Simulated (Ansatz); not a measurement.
Species: N-dibromoboranyl-N-methylmethanamine, C2H6BBr2N (charge 0, singlet). 
Geometry from a B3LYP-D3(BJ)/def2-TZVP (Ansatz, a first-principles code) optimisation:
```xyz
12

C     -2.1572     1.4595    -0.7408
N     -1.5746     0.2879    -0.0941
C     -2.6033    -0.5891     0.4562
B     -0.2141     0.0391    -0.0128
Br     0.4989    -1.5451     0.8650
Br     1.1079     1.2513    -0.7689
H     -2.7498     2.0273    -0.0184
H     -2.8192     1.1460    -1.5526
H     -1.3834     2.1021    -1.1450
H     -2.1580    -1.4547     0.9332
H     -3.2011    -0.0453     1.1926
H     -3.2705    -0.9266    -0.3416
```

Basis-set convergence of Hartree-Fock and CCSD(T) correlation energies (hartree) with Ansatz. Valence correlation only, unless marked. No spin-orbit coupling. The frozen core is the preceding noble-gas configuration, with the filled d and f shells of earlier blocks. Non-relativistic.

| basis | functions | E(HF) | E(corr, CCSD(T)) |
|---|---|---|---|
| cc-pVDZ | 140 | -5303.25807 | -0.85375 |
| cc-pVTZ | 290 | -5303.45401 | -1.08265 |
| cc-pVQZ | 536 | -5303.47004 | -1.15762 |

Extrapolating the two largest sets (X = 3 and 4) as X^-3: E(corr) = (64·(-1.15762) - 27·(-1.08265))/37 = -1.2123 Eh, an estimate of the basis-set limit. The largest set recovers 95.5 % of it, the smallest 70.4 %.
